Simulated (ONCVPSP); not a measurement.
## fluorine: variants of one ONCV potential

Base potential:

- Element: fluorine (F)
- Generator: ONCVPSP 4.0.1
- Type: optimised norm-conserving Vanderbilt (ONCV)
- Functional: PBE
- Relativity: scalar-relativistic
- Frozen core: [He]
- Valence charge: 7
- Reference configuration: 2s1 2p6
- Partial waves: 2s: rc 0.65 bohr, ncon 4, nbas 9, qcut 8.9 1/bohr, local; 2p: rc 1.85 bohr, ncon 4, nbas 8, qcut 5.9 1/bohr, 1 projector; d scattering state at 0.13 Ha: rc 1.60 bohr, ncon 4, nbas 7, qcut 5.3 1/bohr, 1 projector
- Local potential: the s channel
- Core correction: Teter function fitted to the true core (icmod 2), fcfact 0.5

Cutoffs, loose and tight: the cutoffs (Ha) at which the residual kinetic energy of the hardest occupied pseudo-wave falls to 1 and 0.1 mHa per electron. They do not see the model core or the augmentation charge, which bear on the density cutoff. Test errors are all-electron minus pseudo excitation energies from the reference, over the configurations 2s2 2p5; 2s2 2p4; 2s2 2p3; 2s2 2p4.5. A dash means not determined; rows that change the core or the reference have their own tests.

| change | outcome | cutoff, loose | cutoff, tight | bound ghosts | GHOST(+) flags above zero | largest test error (meV) |
| --- | --- | --- | --- | --- | --- | --- |
| base | generated | 116 Ha | 503 Ha | none | none | +1978 |
| all radii but the core radius scaled by about 0.78 (s 0.50, p 1.44, d 1.24 bohr) | failed: ERROR pspot: first pseudo wave function has node, program will stop | – | – | – | – | – |
| all radii but the core radius scaled by about 0.89 (s 0.58, p 1.64, d 1.42 bohr) | generated | 96 Ha | 341 Ha | none | none | +1497 |
| all radii but the core radius scaled by about 1.05 (s 0.68, p 1.96, d 1.68 bohr) | generated | 143 Ha | 468 Ha | none | none | +2264 |
| all radii but the core radius scaled by about 1.23 (s 0.80, p 2.28, d 1.98 bohr) | generated | 61 Ha | 328 Ha | none | none | +3129 |
| all radii but the core radius scaled by about 1.29 (s 0.84, p 2.38, d 2.06 bohr) | generated | 42 Ha | 287 Ha | none | none | +3401 |

Question: What comes out with this change to the base: all radii but the core radius scaled by about 1.14 (s 0.74, p 2.10, d 1.82 bohr)?

Answer: outcome: generated; cutoff, loose: 87 Ha; cutoff, tight: 395 Ha; bound ghosts: none; GHOST(+) flags above zero: none; largest test error (meV): +2612.

Reading the sweep of the scale of all radii but the core radius (base = 1) (base included, trends over the rows without a ghost): The loose cutoff is not monotonic: lowest 42 Ha at 1.29, highest 143 Ha at 1.05. The median size of the test errors (rows with all tests solved) rises from 218.1 meV at 0.89 to 449.4 meV at 1.29. More of the atom is replaced by a form fitted at one configuration, so other configurations suffer as the radius grows. The generation fails at 0.78.
